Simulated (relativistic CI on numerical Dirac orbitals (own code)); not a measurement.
## Slater and spin-orbit integrals, Mo XXXIII

Method of calculation: Dirac-Coulomb-Breit CI, separate exchange-only KLI orbitals for each configuration, QED by a radiative potential, unscaled Slater integrals (own radial code, finite nucleus).

Slater integrals F^k, G^k are unscaled and averaged over j, outside the closed core 1s2; ζ comes from projecting the Hamiltonian with its Breit term on Σ l·s of the shell.

- 2s²2p⁵3s: ζ(2p) = 587420, G^1(2p,3s) = 74566 cm⁻¹; <r>(2p) = 0.1294, <r^2>(2p) = 0.02032, <r>(3s) = 0.3596, <r^2>(3s) = 0.1471 (bohr units).
- 2s²2p⁵3p: ζ(2p) = 587080, F^2(2p,3p) = 194600, G^0(2p,3p) = 76992, G^2(2p,3p) = 84975, ζ(3p) = 150300 cm⁻¹; <r>(2p) = 0.1295, <r^2>(2p) = 0.02036, <r>(3p) = 0.3468, <r^2>(3p) = 0.1386 (bohr units).
- 2s²2p⁵3d: ζ(2p) = 587730, F^2(2p,3d) = 257260, G^1(2p,3d) = 243100, G^3(2p,3d) = 140590, ζ(3d) = 19760 cm⁻¹; <r>(2p) = 0.1295, <r^2>(2p) = 0.02037, <r>(3d) = 0.3039, <r^2>(3d) = 0.1062 (bohr units).

Averages of the first 10 configurations, taken without configuration mixing, which lowers the lowest level and can move excited configurations by several eV; other configurations of the list can lie among them:

```csv
Configuration,Parity,States,Average energy above the lowest level (eV)
2s²2p⁶,even,1,0.0
2s²2p⁵3s,odd,12,2414.3
2s²2p⁵3p,even,36,2499.4
2s²2p⁵3d,odd,60,2596.0
2s2p⁶3s,even,4,2713.2
2s2p⁶3p,odd,12,2795.9
2s2p⁶3d,even,20,2892.2
2s²2p⁵4s,odd,12,3270.9
2s²2p⁵4p,even,36,3305.8
2s²2p⁵4d,odd,60,3342.7
```
